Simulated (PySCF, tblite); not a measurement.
Compound: C₅H₁₀F₃PSi.
Geometry (GFN2-xTB, Å), atoms numbered from 1 in this order:
```
atom  x, y, z in Å
C1    -1.5245    1.4429   -0.7909
C2    -1.8334    0.0710   -0.2788
Si3   -3.6526   -0.4255   -0.1662
P4    -0.6802   -1.0609    0.1958
C5     0.9380   -0.1364   -0.0965
C6     2.1318   -1.0204    0.2563
C7     3.4337   -0.2806    0.0304
F8     3.5312    0.8291    0.7804
F9     3.5874    0.1121   -1.2447
F10    4.5056   -1.0332    0.3266
H11   -2.4391    1.9860   -1.0201
H12   -0.9192    1.3969   -1.6982
H13   -0.9599    2.0205   -0.0566
H14   -4.3434    0.5476    0.6866
H15   -3.7478   -1.7739    0.3845
H16   -4.2343   -0.3576   -1.5114
H17    0.9998    0.1656   -1.1460
H18    0.9526    0.7671    0.5200
H19    2.1490   -1.9187   -0.3639
H20    2.1002   -1.3211    1.3055
```

The calculation used PBE0/pcSseg-1 in PySCF (dipole) on a GFN2-xTB geometry, gas phase.

Masses are those of the commonest isotopes; rigid-rotor values at the optimised geometry. The values belong to one conformer with, in the numbering `[CH3:1]/[C:2]([SiH3:3])=[P:4]\[CH2:5][CH2:6][C:7]([F:8])([F:9])[F:10]`, C2–P4–C5–C6 -179°, P4–C5–C6–C7 180°.

**Question.** Give the principal moments of inertia and the rotational constants in MHz.

**Answer.** Ia = 183.08, Ib = 1569.16, Ic = 1649.33 u·Å²; 505379 MHz·u·Å²/I gives A = 2760, B = 322.1, C = 306.4 MHz.

**Question.** What kind of rotor is it?

**Answer.** A near-prolate asymmetric top. Ray's parameter κ = (2B − A − C)/(A − C) = -0.987; −1 is the prolate and +1 the oblate limit.

**Question.** Is it planar, by Δ = Ic − Ia − Ib?

**Answer.** Not planar: Δ = Ic − Ia − Ib = -102.90 u·Å². For a rigid frame Δ = −2 Σ m c², so Σ m c² = 51.45 u·Å² lies off the ab plane: 7.58 from hydrogen and 43.87 from heavier atoms. The atom farthest from that plane is 1.22 Å away.

**Question.** Where do the levels up to J = 2 lie, in K?

**Answer.** Above 0(0,0), as E/k:
J = 1: 1(0,1) 0.030, 1(1,1) 0.147, 1(1,0) 0.148
J = 2: 2(0,2) 0.090, 2(1,2) 0.207, 2(1,1) 0.209, 2(2,1) 0.560, 2(2,0) 0.560
Those of J = 1 are B + C, A + C and A + B.

**Question.** Which lines would a microwave search look for?

**Answer.** The dipole components are |μa| = 1.68 D, |μb| = 0.58 D, |μc| = 0.01 D. Intensities carry the squares of the components, which stand as 1.00 : 0.12 : 0.00 (a : b : c). Some lines, for components of 0.1 D or more:

```
type  branch         J(Ka,Kc)    MHz  lower level (cm⁻¹)
   b       Q  3(1,2) ← 3(0,3)   2493               0.126
   a       R  5(2,3) ← 4(2,2)   3144               0.536
   b       R  2(1,2) ← 1(0,1)   3680               0.021
   b       R  5(1,5) ← 4(0,4)   5472               0.210
   b       Q  3(2,1) ← 3(1,2)   7292               0.209
   b       R  4(2,3) ← 3(1,2)   9806               0.209
   b       Q  3(3,0) ← 3(2,1)  12231               0.452
   b       Q  3(3,1) ← 3(2,2)  12231               0.452
   b       Q  4(4,1) ← 4(3,2)  17123               0.944
   b       Q  5(5,1) ← 5(4,2)  22016               1.620
```

Its GFN2-xTB frequencies are all real (lowest 30 cm⁻¹). Constants of a rigid frame at the computed geometry: no zero-point averaging, no centrifugal distortion. A rigid rotor knows nothing of internal rotation, which can split or shift real lines.
